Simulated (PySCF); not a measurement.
HO2, SMILES [O]O (connectivity only; charge and spin as stated), charge -1, multiplicity 1. Geometry: PBE-D3(BJ)/def2-TZVPD. The spin state was assumed, not searched. The isomer is the one that the SMILES or the coordinates give; other isomers of the formula were not compared.

Calculation: PBE-D3(BJ)/def2-TZVPD run with PySCF.

Harmonic wavenumbers (cm⁻¹): 751, 1089, 3624. Rotational constants (GHz): 583.9, 26.19, 25.07; symmetry number 1.

Work out the zero-point energy and the ideal-gas rigid-rotor harmonic-oscillator thermochemistry at 298.15 K and 1 atm.

ZPE = ½ Σ hcν = ½ × 5465 cm⁻¹ = 7.81 kcal/mol. H − E(el) = 10.26 kcal/mol. Entropy in cal/(mol K): translation 36.41, rotation 17.38, vibration 0.32, total 54.11. G − E(el) = -5.88 kcal/mol. Cp = 8.97 cal/(mol K).
